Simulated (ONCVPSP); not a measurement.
**Scattering properties, ONCV potential for osmium**

Os (Z = 76), optimised norm-conserving Vanderbilt (ONCV), made with ONCVPSP 4.0.1 (PBE, fully relativistic). Core [Kr] 4d10 4f14, reference 5s2 5p6 5d6 6s1 (charge +1). Waves: 5s+6s: rc 1.75 bohr, ncon 4, nbas 7, qcut 7.3 1/bohr, 2 projectors; 5p: rc 1.55 bohr, ncon 3, nbas 8, qcut 6.8 1/bohr, 1 projector; 5d: rc 2.45 bohr, ncon 4, nbas 8, qcut 7.8 1/bohr, 2 projectors, debl 2.9 Ha. Local part: polynomial inside 1.05 bohr (lpopt 5, dvloc0 1 Ha). Core correction: Teter function, fcfact 2, rcfact 1.45.

Open shells are filled in proportion to 2j + 1.

The phase is arctan(r·R′/R) of the radial function R(r), unwrapped; energies in Ha, scanned from -5 to 5 Ha. A pole is an energy at which the radial function vanishes at the test radius. The pseudo phase is shifted by a multiple of π to meet the all-electron one at the reference energy, and phase errors are pseudo minus all-electron; the curves can meet again beyond the range given. Levels narrower than the energy grid can be missing from the lists of poles.

```
channel  radius (bohr)  reference energy (Ha)  poles, all-electron  poles, pseudo  unbroken range about the reference energy with phases within 0.05 rad  phase error 1 Ha above the reference energy (rad)
      s           1.78                  -0.48          -3.41, 4.86    -3.41, 2.41                                                              below 2.2                                             -0.003
   p3/2           1.57                  -2.04                -0.82    -0.89, 3.27                                                              below 0.2                                             -0.008
   p1/2           1.57                  -2.49                -1.60    -1.63, 3.74                                                             below -0.2                                             -0.007
   d5/2           2.49                  -0.50          -0.20, 3.42    -0.20, 3.42                                                        the whole range                                             +0.000
   d3/2           2.49                  -0.54          -0.27, 3.31    -0.27, 3.31                                                        the whole range                                             +0.000
```

Note: no bound ghost flagged; GHOST(+) flagged for s at 66.7 eV.

Phases in the s channel:

```csv
E (Ha),all-electron,pseudo
-4.96,1.211,1.211
-4.48,1.066,1.066
-4.00,0.043,0.042
-3.52,-1.500,-1.500
-3.04,-1.697,-1.697
-2.56,-1.788,-1.788
-2.08,-1.864,-1.865
-1.60,-1.953,-1.953
-1.12,-2.079,-2.079
-0.64,-2.297,-2.297
-0.16,-2.728,-2.728
0.32,-3.436,-3.438
0.80,-3.990,-3.995
1.28,-4.269,-4.276
1.76,-4.417,-4.429
2.24,-4.506,-4.547
2.72,-4.567,-7.665
3.20,-4.612,-7.736
3.68,-4.647,-7.777
4.16,-4.676,-7.808
4.64,-4.701,-7.834
```
